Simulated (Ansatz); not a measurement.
Two isomers of C2H5ClOSi: A = `O/C([SiH3])=C\Cl`, B = `C[Si]1(Cl)CO1`.

Gas-phase electronic energies from Ansatz, PBE0-D4/def2-TZVP geometries. CCSD(T)/CBS is the MP2 limit (def2-TZVPP, def2-QZVPP) plus CCSD(T) − MP2 in def2-TZVPP, frozen cores. DFT in def2-TZVPP. B3LYP here is the variant with VWN-RPA as its local correlation; programs differ in this. Each species was taken in one conformer, which may not be the lowest.

A:

Z-matrix (Å, degrees):
```
Si
C 1 1.875
H 1 1.484 2 107.3
H 1 1.484 2 109.9 3 -119.9
H 1 1.484 2 109.9 3 119.9
C 2 1.335 1 120.7 3 -0.0
O 2 1.350 1 115.6 3 180.0
Cl 6 1.729 2 120.9 1 180.0
H 6 1.078 2 123.9 1 -0.0
H 7 0.969 2 108.5 1 -180.0
```

B:

Z-matrix (Å, degrees):
```
C
Si 1 1.842
H 1 1.093 2 110.0
H 1 1.092 2 110.8 3 119.5
H 1 1.091 2 109.7 3 -119.7
Cl 2 2.041 1 110.3 3 -61.9
C 2 1.796 1 127.2 3 138.0
O 2 1.644 1 119.2 3 76.3
H 7 1.088 2 123.2 1 -2.3
H 7 1.088 2 121.5 1 161.2
```

Which isomer does CCSD(T)/CBS put lower? Give the gap. (Best estimate.)

Computed: B, by 53.9 kcal/mol.

Give E(B) − E(A) in kcal/mol with ωB97M-V, B3LYP, B2PLYP, B3LYP-D4, MP2/def2-TZVPP, CCSD/def2-TZVPP, PBE0-D4. (An estimate is asked.)

Ansatz gave: ωB97M-V -55.0, B3LYP -51.0, B2PLYP -53.0, B3LYP-D4 -51.0, MP2/def2-TZVPP -56.3, CCSD/def2-TZVPP -53.7, PBE0-D4 -53.6. None reverses the order clearly.

Largest T1 diagnostic: 0.013.

From PBE to PBE0 (25 % exact exchange), in def2-TZVPP and without D4, E(B) − E(A) moves by −2.3 kcal/mol. In def2-TZVPP, CCSD(T) changes the Hartree–Fock value by −1.8 kcal/mol (the triples alone add +0.7 kcal/mol) and MP2 by −5.1 kcal/mol.
